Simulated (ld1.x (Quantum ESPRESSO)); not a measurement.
# Pseudopotential generation for silicon: RRKJ, LDA (PZ), scalar-relativistic.

ld1.x (Quantum ESPRESSO) 7.5 was run on this input:

```
&input
   title='Si', zed=14., rel=1, dft='PZ', iswitch=3,
   config='[Ne] 3s2 3p0',
   nld=2, rlderiv=2.30, eminld=-4.0, emaxld=5.0, deld=0.02
 /
 &inputp
   pseudotype=2, tm=.false., lloc=0,
   nlcc=.false.,
   file_pseudopw='Si.UPF', file_wfcaegen='ae.wfc', file_wfcncgen='nc.wfc', file_beta='beta', file_chi='chi'
 /
2
3P  2  1   0.00   0.00  2.10  2.10  0.0
3S  1  0   2.00   0.00  1.70  1.70  0.0
 &test
   configts(1)='3s2 3p0'
 /
```

Command:

```bash
ld1.x < Si.in > Si.out
```

Resulting log (shortened: banner, matrices, multipoles, cross overlaps and the repeated all-electron block are left out):

```
Program LD1 v.7.5
     --------------------------- All-electron run ----------------------------

     Si
     scalar relativistic calculation

     atomic number is 14.00
     dft =PZ   lsd =0 sic =0 latt =0  beta=0.20 tr2=1.0E-14
     Exchange-correlation= PZ
                           (   1   1   0   0   0   0   0)
     mesh =1141 r(mesh) = 100.57892 a.u. xmin = -7.00 dx = 0.01250
     1 Ry =  13.60569312 eV, c = 137.03599908

     n l     nl                  e(Ry)          e(Ha)          e(eV)
     1 0     1S 1( 2.00)      -132.3285       -66.1643     -1800.4214
     2 0     2S 1( 2.00)       -11.7646        -5.8823      -160.0661
     2 1     2P 1( 6.00)        -8.5981        -4.2990      -116.9828
     3 0     3S 1( 2.00)        -2.1068        -1.0534       -28.6649
     3 1     3P 1( 0.00)        -1.5184        -0.7592       -20.6588

     final scf error:  9.0E-15 reached in  16 iterations

     Etot =    -575.879637 Ry,    -287.939818 Ha,   -7835.241612 eV

     Ekin =     576.834082 Ry,     288.417041 Ha,    7848.227508 eV
     Encl =   -1358.727432 Ry,    -679.363716 Ha,  -18486.428478 eV
     Eh   =     244.170412 Ry,     122.085206 Ha,    3322.107689 eV
     Exc  =     -38.156698 Ry,     -19.078349 Ha,    -519.148330 eV

     normalization and overlap integrals

     s(1S/1S) =  1.000000  <r> =   0.1116  <r2> =    0.0168  r(max) =   0.0732
     s(2S/2S) =  1.000000  <r> =   0.5697  <r2> =    0.3880  r(max) =   0.4543
     s(2P/2P) =  1.000000  <r> =   0.5370  <r2> =    0.3641  r(max) =   0.3861
     s(3S/3S) =  1.000000  <r> =   1.9462  <r2> =    4.3423  r(max) =   1.6878
     s(3P/3P) =  1.000000  <r> =   2.2197  <r2> =    5.7067  r(max) =   1.8888

     ------------------------ End of All-electron run ------------------------

     --------------------- Generating NC pseudopotential ---------------------

      Generating local pot.: lloc=0, matching radius rcloc =   1.7000

      Wfc   3P  rcut= 2.087  Estimated cut-off energy=       40.15 Ry
      This function has    0 nodes for 0 < r <    2.087

     ------------------- End of pseudopotential generation -------------------

     Computing logarithmic derivative in   2.29266
     Computing logarithmic derivative in   2.29266
     Computing the partial wave expansion
       no projector for channel:   0
     R is outside the sphere for l=    1 j= 0.00

     ---------------------- Testing the pseudopotential ----------------------

     Si
     scalar relativistic calculation

     atomic number is 14.00   valence charge is  4.00
     dft =PZ   lsd =0 sic =0 latt =0  beta=0.20 tr2=1.0E-14
     mesh =1141 r(mesh) = 100.57892 xmin = -7.00 dx = 0.01250

     n l     nl             e AE (Ry)        e PS (Ry)    De AE-PS (Ry)
     1 0     3S   1( 2.00)       -2.10683       -2.10684        0.00001
     2 1     3P   1( 0.00)       -1.51840       -1.51840        0.00000

     eps = 5.0E-15  iter = 10

     Etot =    -575.879637 Ry,    -287.939818 Ha,   -7835.241612 eV
     Etotps =    -5.759944 Ry,      -2.879972 Ha,     -78.368031 eV

     Ekin =       1.303301 Ry,       0.651650 Ha,      17.732313 eV
     Encl =      -7.931855 Ry,      -3.965928 Ha,    -107.918390 eV
     Ehrt =       1.840400 Ry,       0.920200 Ha,      25.039920 eV
     Ecxc =      -0.971790 Ry,      -0.485895 Ha,     -13.221874 eV

     ---------------------- End of pseudopotential test ----------------------
```

Generation and configuration tests took about 3.6 s on one core of a shared server CPU.

Transferability test of the new file with ld1.x, input:

```
&input
   title='Si', zed=14., rel=1, dft='PZ', iswitch=2,
   config='[Ne] 3s2 3p0'
 /
 &test
   file_pseudo='Si.UPF', nconf=10,
   configts(1)='3s2 3p0',
   configts(2)='3s2 3p2',
   configts(3)='3s2 3p1',
   configts(4)='3s1 3p0',
   configts(5)='3s2 3p1.5',
   configts(6)='3s1 3p2',
   configts(7)='3s0 3p4',
   configts(8)='3s2 3p2.3',
   configts(9)='3s2 3p2', lsdts(9)=1,
   configts(10)='3s2 3p1', lsdts(10)=1
 /
```

```bash
ld1.x < Si.test.in > Si.test.out
```

Pseudopotential blocks of its output, shortened (energy terms left out):

```
     ---------------------- Testing the pseudopotential ----------------------

     n l     nl             e AE (Ry)        e PS (Ry)    De AE-PS (Ry)
     1 0     3S   1( 2.00)       -2.10683       -2.10684        0.00001
     2 1     3P   1( 0.00)       -1.51840       -1.51840        0.00000

     eps = 3.7E-15  iter =  8

     Etot =    -575.879637 Ry,    -287.939818 Ha,   -7835.241612 eV
     Etotps =    -5.759944 Ry,      -2.879972 Ha,     -78.368030 eV

     ---------------------- End of pseudopotential test ----------------------

          ---------------------- Testing the pseudopotential ----------------------

     n l     nl             e AE (Ry)        e PS (Ry)    De AE-PS (Ry)
     1 0     3S   1( 2.00)       -0.79999       -0.80280        0.00281
     2 1     3P   1( 2.00)       -0.30639       -0.30776        0.00137

     eps = 5.5E-15  iter = 17

     Etot =    -577.639429 Ry,    -288.819714 Ha,   -7859.184802 eV
     Etotps =    -7.523638 Ry,      -3.761819 Ha,    -102.364308 eV
     dEtot_ae =      -1.759792 Ry
     dEtot_ps =      -1.763694 Ry,   Delta E=       0.003902 Ry

     ---------------------- End of pseudopotential test ----------------------

          ---------------------- Testing the pseudopotential ----------------------

     n l     nl             e AE (Ry)        e PS (Ry)    De AE-PS (Ry)
     1 0     3S   1( 2.00)       -1.40446       -1.40796        0.00350
     2 1     3P   1( 1.00)       -0.86384       -0.86634        0.00250

     eps = 1.8E-15  iter =  7

     Etot =    -577.064005 Ry,    -288.532002 Ha,   -7851.355761 eV
     Etotps =    -6.946105 Ry,      -3.473052 Ha,     -94.506569 eV
     dEtot_ae =      -1.184368 Ry
     dEtot_ps =      -1.186161 Ry,   Delta E=       0.001793 Ry

     ---------------------- End of pseudopotential test ----------------------

          ---------------------- Testing the pseudopotential ----------------------

     n l     nl             e AE (Ry)        e PS (Ry)    De AE-PS (Ry)
     1 0     3S   1( 1.00)       -2.91757       -2.89911       -0.01846  !
     2 1     3P   1( 0.00)       -2.28100       -2.26547       -0.01553  !

     eps = 1.8E-15  iter =  4

     Etot =    -573.370043 Ry,    -286.685022 Ha,   -7801.096854 eV
     Etotps =    -3.257577 Ry,      -1.628789 Ha,     -44.321598 eV
     dEtot_ae =       2.509593 Ry
     dEtot_ps =       2.502367 Ry,   Delta E=       0.007227 Ry

     ---------------------- End of pseudopotential test ----------------------

          ---------------------- Testing the pseudopotential ----------------------

     n l     nl             e AE (Ry)        e PS (Ry)    De AE-PS (Ry)
     1 0     3S   1( 2.00)       -1.08744       -1.09088        0.00344
     2 1     3P   1( 1.50)       -0.57065       -0.57280        0.00215

     eps = 1.8E-15  iter = 11

     Etot =    -577.421518 Ry,    -288.710759 Ha,   -7856.219982 eV
     Etotps =    -7.304826 Ry,      -3.652413 Ha,     -99.387215 eV
     dEtot_ae =      -1.541882 Ry
     dEtot_ps =      -1.544882 Ry,   Delta E=       0.003000 Ry

     ---------------------- End of pseudopotential test ----------------------

          ---------------------- Testing the pseudopotential ----------------------

     n l     nl             e AE (Ry)        e PS (Ry)    De AE-PS (Ry)
     1 0     3S   1( 1.00)       -1.45855       -1.46076        0.00220
     2 1     3P   1( 2.00)       -0.90953       -0.91131        0.00178

     eps = 9.4E-15  iter = 10

     Etot =    -576.519150 Ry,    -288.259575 Ha,   -7843.942641 eV
     Etotps =    -6.400514 Ry,      -3.200257 Ha,     -87.083435 eV
     dEtot_ae =      -0.639514 Ry
     dEtot_ps =      -0.640570 Ry,   Delta E=       0.001057 Ry

     ---------------------- End of pseudopotential test ----------------------

          ---------------------- Testing the pseudopotential ----------------------

     n l     nl             e AE (Ry)        e PS (Ry)    De AE-PS (Ry)
     1 0     3S   1( 0.00)       -0.90499       -0.90609        0.00110
     2 1     3P   1( 4.00)       -0.38688       -0.38784        0.00095

     eps = 5.1E-15  iter = 11

     Etot =    -576.626655 Ry,    -288.313328 Ha,   -7845.405316 eV
     Etotps =    -6.509126 Ry,      -3.254563 Ha,     -88.561169 eV
     dEtot_ae =      -0.747019 Ry
     dEtot_ps =      -0.749182 Ry,   Delta E=       0.002163 Ry

     ---------------------- End of pseudopotential test ----------------------

          ---------------------- Testing the pseudopotential ----------------------

     n l     nl             e AE (Ry)        e PS (Ry)    De AE-PS (Ry)
     1 0     3S   1( 2.00)       -0.64538       -0.64767        0.00229
     2 1     3P   1( 2.30)       -0.16491       -0.16573        0.00082

     eps = 1.5E-15  iter = 12

     Etot =    -577.709759 Ry,    -288.854880 Ha,   -7860.141699 eV
     Etotps =    -7.594298 Ry,      -3.797149 Ha,    -103.325691 eV
     dEtot_ae =      -1.830123 Ry
     dEtot_ps =      -1.834354 Ry,   Delta E=       0.004232 Ry

     ---------------------- End of pseudopotential test ----------------------

          ---------------------- Testing the pseudopotential ----------------------

     n l     nl             e AE (Ry)        e PS (Ry)    De AE-PS (Ry)
     1 0     3S   1( 1.00)       -0.83439       -0.84074        0.00635  !
     2 1     3P   1( 2.00)       -0.33761       -0.34059        0.00298
     1 0     3S   2( 1.00)       -0.73192       -0.72580       -0.00612  !
     2 1     3P   2( 0.00)       -0.24557       -0.24188       -0.00368

     eps = 5.5E-15  iter = 21

     Etot =    -577.684373 Ry,    -288.842186 Ha,   -7859.796298 eV
     Etotps =    -7.571983 Ry,      -3.785991 Ha,    -103.022074 eV
     dEtot_ae =      -1.804736 Ry
     dEtot_ps =      -1.812039 Ry,   Delta E=       0.007303 Ry

     ---------------------- End of pseudopotential test ----------------------

          ---------------------- Testing the pseudopotential ----------------------

     n l     nl             e AE (Ry)        e PS (Ry)    De AE-PS (Ry)
     1 0     3S   1( 1.00)       -1.43202       -1.43890        0.00688  !
     2 1     3P   1( 1.00)       -0.88956       -0.89417        0.00461
     1 0     3S   2( 1.00)       -1.36706       -1.36516       -0.00190
     2 1     3P   2( 0.00)       -0.82875       -0.82769       -0.00107

     eps = 7.7E-15  iter = 14

     Etot =    -577.079039 Ry,    -288.539519 Ha,   -7851.560306 eV
     Etotps =    -6.962553 Ry,      -3.481277 Ha,     -94.730363 eV
     dEtot_ae =      -1.199402 Ry
     dEtot_ps =      -1.202609 Ry,   Delta E=       0.003207 Ry

     ---------------------- End of pseudopotential test ----------------------
```
